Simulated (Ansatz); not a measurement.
Coupled-cluster run, `N[SiH](N)O[SiH3]`.

```yaml
crystal:
  periodic: [false, false, false]
  atoms:
    - {symbol: N, position_ang: [-1.160725, -1.688720, -0.015333]}
    - {symbol: Si, position_ang: [-0.332875, -0.465754, -0.859583]}
    - {symbol: N, position_ang: [1.316921, -0.910545, -0.837423]}
    - {symbol: O, position_ang: [-0.383597, 1.052881, -0.235539]}
    - {symbol: Si, position_ang: [0.121390, 1.876077, 1.081592]}
    - {symbol: H, position_ang: [-2.147341, -1.834925, -0.146581]}
    - {symbol: H, position_ang: [-0.843917, -2.019589, 0.881248]}
    - {symbol: H, position_ang: [-1.013563, -0.346737, -2.171239]}
    - {symbol: H, position_ang: [1.590439, -1.846692, -1.086817]}
    - {symbol: H, position_ang: [2.029773, -0.240899, -1.076180]}
    - {symbol: H, position_ang: [1.561308, 2.228954, 0.957171]}
    - {symbol: H, position_ang: [-0.673771, 3.124483, 1.188946]}
    - {symbol: H, position_ang: [-0.064040, 1.071476, 2.319719]}
basis:
  gaussian: {orbitals: def2-TZVPP}
correlation: {method: ccsd_t}
```

```sh
$ ansatz run in.yaml --threads 2 --pin off --events-out ev --progress --plain --max-ram 32768MiB --backend cuda --devices 0, --max-vram 18GiB
```

Log, shortened:

```
Functional definition: HF
1674 factors; integrals over basis functions are off by at most 1.1e-3 eV
mean field evaluation 1: about -20852.9929 eV, gradient 5.6e1 eV
mean field evaluation 2: about -20853.2682 eV, gradient 5.6e1 eV
mean field evaluation 4: about -20859.3718 eV, gradient 4.3e0 eV
mean field evaluation 8: about -20859.4462 eV, gradient 2.7e-1 eV
mean field evaluation 16: about -20859.4464 eV, gradient 2.7e-6 eV
mean field -20859.44640619 eV, -766.5705163868 hartree, gradient 2.7e-6 eV, S^2 0.000000; 0 other end points of the search recorded, 0 dependent functions left out
13 core orbitals not correlated: weight in the atoms' cores, before any rotation towards them, 1.000 or more for the frozen orbitals, at most 0.000 for the correlated occupied ones
reference -20859.44640619 eV, -766.5705163868 hartree; 16, 16 occupied and 260, 260 virtual orbitals, 1674 factors
second order -24.79229945 eV of doubles, -0.00000000 eV of singles
cycle   1  -25.33694392 eV  change   -5.4e-1 eV  update   1.0e-1
cycle   2  -25.93661534 eV  change   -6.0e-1 eV  update   2.9e-2
cycle   3  -26.05853780 eV  change   -1.2e-1 eV  update   1.4e-2
cycle   4  -26.04601093 eV  change    1.3e-2 eV  update   3.1e-3
cycle   5  -26.04560591 eV  change    4.1e-4 eV  update   1.4e-3
cycle   6  -26.04607362 eV  change   -4.7e-4 eV  update   3.9e-4
cycle   7  -26.04583816 eV  change    2.4e-4 eV  update   1.4e-4
cycle   8  -26.04579360 eV  change    4.5e-5 eV  update   4.2e-5
cycle   9  -26.04580340 eV  change   -9.8e-6 eV  update   1.6e-5
perturbative correction -0.92148759 eV, -0.0338640444 hartree
Total energy: -20886.41369718 eV, -767.5615460516 hartree
```

Run time 16 s (2 threads of an AMD EPYC 7R13 on a shared host and a share of an NVIDIA H100 80 GB); peak host memory 0.82 GiB.

MP2 recovers 91.9 % of the CCSD(T) correlation energy and the triples give 3.4 %; T1 = 0.0107.
